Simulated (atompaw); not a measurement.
**rhenium (Re): one change to a PAW (atompaw) potential, before and after**

- Element: Re (Z = 75)
- Generator: atompaw 4.2.0.5
- Type: PAW
- Functional: PBE
- Relativity: scalar-relativistic
- Frozen core: [Xe] 4f14
- Valence charge: 7
- Reference configuration: 5d5 6s2 6p0
- Partial waves: 6s (bound): rc 3.00 bohr; 6s channel at 0.05 Ry: rc 3.00 bohr; 6p (bound, empty): rc 3.00 bohr; 6p channel at 0.5 Ry: rc 3.00 bohr; 5d (bound): rc 2.45 bohr; 5d channel at -0.05 Ry: rc 3.00 bohr
- Local potential: bessel scheme, radius 2.40 bohr
- Core correction: smooth core density matched at 1.55 bohr
- Augmentation charge: sinc compensation charge, radius 2.95 bohr; PAW radius 3.00 bohr; waves and projectors: custom polynom2 7 10 vanderbiltortho

Change: all radii scaled by about 1.18 (s 3.54, p 3.54, d 2.88 bohr); local potential bessel scheme, radius 2.82 bohr; augmentation sinc compensation charge, radius 3.48 bohr; PAW radius 3.54 bohr; waves and projectors: custom polynom2 7 10 vanderbiltortho; core correction smooth core density matched at 1.82 bohr.

Cutoffs: the cutoffs (Ry, on a coarse ladder) from which the occupation-weighted sum of valence levels, in a spherical-Bessel basis at the reference potential, stays within 10 and 1 mRy of its value at 400 Ry; they do not see the model core or the augmentation charge, which bear on the density cutoff.

Q: What does the change do?

A: The potential gets softer (30 Ry and 55 Ry → 25 Ry and 50 Ry); neither file shows a bound ghost. A larger radius leaves more room for a smooth pseudo-wave, so fewer plane waves are needed.

```csv
quantity,base,changed
"cutoff, loose",30 Ry,25 Ry
"cutoff, tight",55 Ry,50 Ry
loose cutoff by channel (10 mRy a level),"s 6 Ry, d 18 Ry","s 6 Ry, d 12 Ry"
bound ghosts,none,none
lowest overlap eigenvalue by channel,"s 0.84, p 0.98, d 0.18","s 0.80, p 0.90, d 0.52"
```

 The cutoffs see the waves, projectors and local potential, not the compensation charge or the core.
